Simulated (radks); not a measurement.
The sulfur anion S-, [Ne] 3s2 3p5, held by a Watson sphere: a shell of charge +1 at radius R that stands for the Madelung well of a crystal (potential energy -1/R inside, -1/r outside, in hartree with lengths in bohr). Method: scalar-relativistic Kohn-Sham, LDA (Slater exchange, Perdew-Wang correlation), spin-polarised, spherical densities, finite nucleus; open shells are filled with parallel spins first; Fermi nuclear charge, rms radius of each element as measured or else 0.836 A^(1/3) + 0.57 fm; computed with a radial shooting solver on a logarithmic mesh with Libxc functionals. Response by self-consistent Sternheimer equations with the Hartree and adiabatic LDA kernel, the relativistic mass of each level held fixed and spin-orbit coupling left out. The sphere does not respond.

R (bohr)  e(3s down) (eV)  e(3p up) (eV)  e(3p down) (eV)  <r> 3p (bohr)  sum of <r^2> (bohr^2)  X-ray form factor at sin(theta)/lambda = 0.3 1/angstrom  alpha (bohr^3)
2.72              -16.302         -7.249           -6.594          2.193                  37.55                                                    9.010           28.96
3.16              -15.671         -6.680           -6.038          2.245                  39.10                                                    9.013           33.47
3.28              -15.511         -6.529           -5.891          2.257                  39.48                                                    9.014           34.74
3.29              -15.498         -6.517           -5.879          2.258                  39.51                                                    9.014           34.85
4.02              -14.635         -5.676           -5.050          2.320                  41.40                                                    9.021           42.74
